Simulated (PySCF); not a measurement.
**Telling isomers of C$_{5}$H$_{8}$F$_{2}$O apart by NMR**

Calculated, not measured (PySCF 2.14.0 with density-fitted response routines): shieldings: GIAO PBE0/pcSseg-1, GFN2-xTB geometry. Averaged over atoms made equivalent by symmetry, fast rotation or ring inversion, in vacuum, one conformer, non-relativistic.

Scale: ¹H (31.72 ppm) and ¹³C (186.93 ppm) vs TMS (reference shieldings calculated alike). Splittings of carbon signals by F and P are missing where no couplings were computed. Where no couplings were computed, multiplicities follow the n + 1 count of equivalent neighbours, and m marks all less simple cases (inequivalent or close neighbours, rings, F or P nearby). Shifts are as computed. Against solution values, carbons near 30 ppm lie about +3 ppm off and those near 130 ppm about +5 ppm. Of 1211 compounds with measured shifts, 218 miss one by over three times the rms of a fit or turn the order of signals round; such compounds aren't used in these exercises.

(1) Tabulate the signals of `C=C[C@H](OC)C(F)F`, `FC(F)OC1CCC1` and their relative energies.

(2) What is the quickest way to tell C=C[C@H](OC)C(F)F from FC(F)OC1CCC1?

Results:

(1) 
| SMILES | carbon types | δC | δH | E rel. (kcal/mol) |
| --- | --- | --- | --- | --- |
| C=C[C@H](OC)C(F)F | 3×CH 1×CH2 1×CH3 | 139.9, 126.8, 124.4, 85.8, 61.5 | 6.23 (m, 1H), 5.98 (m, 1H), 5.71 (m, 1H), 5.71 (m, 1H), 3.89 (m, 1H), 3.80 (s, 3H) | 14.1 |
| FC(F)OC1CCC1 | 2×CH 3×CH2 | 125.6, 75.1, 31.2, 13.4 | 6.17 (m, 1H), 4.22 (m, 1H), 2.55 (m, 2H), 2.42 (m, 2H), 1.93 (m, 1H), 1.72 (m, 1H) | 0.0 |

Energies are electronic energies at PBE0/pcSseg-1 on these geometries, without zero-point or thermal terms, each for the one conformer computed, which needn't be the lowest.

(2) Count the carbon signals: 5 against 4. The first has a terminal =CH2 carbon at 124.4 ppm, the second an sp3 CH2 in a ring at 31.2 ppm. Their most deshielded carbons lie at 139.9 and 125.6 ppm.
